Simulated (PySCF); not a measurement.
AlO (SMILES [O]=[Al]), doublet (typed; the unrestricted solution is spin-contaminated), at a GFN2-xTB geometry (such geometries of metal compounds can be far from the true shape), with bond 2-1 at 2.0 times its length. Base run: PBE/3-21G run with PySCF.

Here is a job for PySCF.
```python
from pyscf import gto, scf, dft

mol = gto.M(
    atom='''
Al   -0.000000   -0.000000   -0.598151
O     0.000000    0.000000    2.542142
''',
    basis='3-21g',
    charge=0,
    spin=1,
    verbose=4,
)

mf = dft.UKS(mol)
mf.xc = 'pbe'
mf.kernel()
mf.analyze()
```

Variants of this job, named by their change:

```tsv
change	ΔE vs base (µEh)	outcome
base	0.0	converged
DIIS = EDIIS	-	not converged
init_guess = vsap	-	not converged
diis_space = 12	0.0	converged
conv_tol = 1e-12	-	not converged
diis = off; damp = 0.6 (with mf.diis_start_cycle = 200; with mf.max_cycle = 150)	-	not converged
diis_space = 2	-	not converged
conv_tol = 1e-11	0.0	converged
level_shift = 1.0 (with mf.max_cycle = 100)	-	not converged
init_guess = mod_huckel	0.0	converged
conv_tol = 1e-4	0.1	converged
level_shift = 0.1 (with mf.max_cycle = 100)	-	not converged
level_shift = 0.5 (with mf.max_cycle = 100)	-	not converged
```

Open shells are given as the SCF converged; they aren't shown to be the lowest states, and a large step between rows can be another state.
